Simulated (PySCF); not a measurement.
## How methods differ on the ionisation energy of Cs⁴⁴⁺

Cs⁴⁴⁺ [Ne] 3s1 (2S) → Cs⁴⁵⁺ [Ne] (1S), as a difference of total energies. Computed with PySCF 2.14 in an even-tempered Gaussian basis (20 s from 8.8 bohr⁻², ratio 2.2; 14 p from 11 bohr⁻², ratio 2.2; 5 d from 42 bohr⁻², ratio 2.4; 4 f from 63 bohr⁻², ratio 2.4; 4 g from 95 bohr⁻², ratio 2.4), with scalar relativity by spin-free X2C-1e. Correlated levels: outer shells: 1s2 frozen; virtual orbitals above 40 to 60 times the deepest correlated orbital energy dropped. The calculations carry no spin-orbit coupling.

```
                method  ionisation energy (eV)
                   UHF                  3487.2
                   LDA                  3490.1
                   PBE                  3493.3
                  PBE0                  3491.9
                r2SCAN                  3486.5
               r2SCANh                  3486.6
                 TPSSh                  3490.6
    MP2 (outer shells)                  3487.9
SCS-MP2 (outer shells)                  3487.8
```

Breit and QED terms and the two-electron picture change are absent.

For comparison: 3485 ± 4 eV (theoretical estimate listed by NIST; NIST Atomic Spectra Database, ionization energies).
